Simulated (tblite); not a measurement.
Compound: BGeH6N.
SMILES: `B[NH][GeH3]`

Method: GFN2-xTB as coded in tblite; computed harmonic values from a numerical Hessian at the method's own geometry, unscaled. This tight-binding method is rough: wavenumbers can miss measured ones by several per cent, in bad cases by 10 to 20. Modes of hydrogen on boron and germanium can be 10 to 20 % off.

Harmonic wavenumbers (cm⁻¹): 71.8, 242.1, 301.3, 528.4, 569.1, 581.6, 743.3, 764.4, 813.5, 839.9, 861.5, 915.1, 1144.2, 1210.4, 1345.9, 1950.2, 2009.8, 2098.5, 2602.4, 2633.9, 3380.9.

A = 35008, B = 3906, C = 3667 MHz; mass 104.981 u (most abundant isotopes); point group Cs, symmetry number 1.

Task: What is the zero-point energy?

Result: ½Σν̃ = 12804 cm⁻¹ = 36.61 kcal/mol.

Task: What is S at 500 K and 1 bar for an ideal gas of classical rigid rotors and harmonic oscillators?

Result: Translation 42.46, rotation 25.52, vibration 19.02: S = 87.0 cal/(mol K).

Task: And Cp and H(500 K) − H(0)?

Result: Cp = 29.19 cal/(mol K), of which vibrations give 21.24 (their classical limit is 21 R = 41.7); H(500 K) − H(0) = 9.23 kcal/mol without the zero-point energy, 5.25 from vibrations.

Task: Blend soft modes into free rotors: weight 1/[1 + (100 cm⁻¹/ν̃)⁴] for the oscillator and the rest for a rotor with moment μB/(μ + B), μ = h/(8π²ν), B = 10⁻⁴⁴ kg m². What vibrational entropy results?

Result: 17.88 cal/(mol K) in place of 19.02, which changes −T·S at 500 K by +0.57 kcal/mol.

Task: How do the functions run with temperature in this model?

Result: 
```csv
T (K),S (cal/(mol K)),Cp (cal/(mol K)),H − H(0) (kcal/mol),G − H(0) (kcal/mol),ln q(vib)
100,57.6,11.2,0.94,-4.82,0.49
200,66.7,15.8,2.28,-11.06,1.29
300,74.2,21.1,4.13,-18.11,2.22
800,102.4,36.5,19.18,-62.78,7.40
1000,110.9,39.6,26.80,-84.14,9.36
```

q(vib) and H(0) count from the zero-point level.

Task: What must be added to the electronic energy to get the Gibbs energy at 500 K and 1 bar?

Result: ZPE + [H(500 K) − H(0)] − T·S = 36.61 + 9.23 − 43.49 = 2.35 kcal/mol.

Hindered rotation and anharmonicity are outside this model.

Time: 0.14 s of wall time. Hardware: one thread, Intel Xeon at 2.70 GHz (x86_64), no GPU, on a shared host. The figure is for the frequency step alone.
